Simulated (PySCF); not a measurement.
oxetan-3-ylmethanol (C4H8O2), SMILES OCC1COC1.

Geometry optimised at PBE-D3(BJ)/def2-SVP. The values are those of a single conformer.

Two levels are set side by side: TDDFT-PBE/def2-SVPD (PySCF) and TDDFT-CAM-B3LYP/def2-SVPD (PySCF). Vertical, same geometry. The lowest singlet is HOMO→LUMO 100 % with PBE and HOMO−1→LUMO 55 %, HOMO→LUMO 20 % with the other functional; states are paired by order. Differences are taken from unrounded values.

```tsv
quantity	TDDFT-CAM-B3LYP	TDDFT-PBE	TDDFT-PBE minus TDDFT-CAM-B3LYP
lowest singlet excitation (eV)	7.00	5.36	-1.64
lowest triplet excitation (TDA) (eV)	6.66	5.31	-1.35
```

A lower first singlet is the usual sign of a functional without exact exchange. Differences between two approximate levels are no errors against the true value.

Rough cost on one machine, each run with all the roots and properties that it gave: TDDFT-CAM-B3LYP against TDDFT-PBE about 8 times.
